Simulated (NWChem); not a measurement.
Correlation energy of Br (+1)

```xyz
1

Br     0.0000     0.0000     0.0000
```
Charge +1, spin multiplicity 3.

Program: NWChem.

Basis set: 6-311G**. Each correlation energy counts from its own Hartree-Fock reference.

The Hamiltonian is non-relativistic. The correlated methods keep 9 core orbitals frozen. The Pople sets run with spherical d functions. The stability of the SCF solutions was not checked. Open-shell Hartree-Fock references start from PBE0 orbitals. Coupled-cluster values serve here as a point of comparison, not as the truth.

Problem. For the correlation energy, CCSD[T] on ROHF gives -242.1 mHa and CCSD(T) on ROHF gives -241.9 mHa. What do CCSD on ROHF, CCSD[T] on UHF, SCS-UMP2 give?

Solution. CCSD on ROHF: -238.8 mHa; CCSD[T] on UHF: -237.8 mHa; SCS-UMP2: -209.6 mHa.
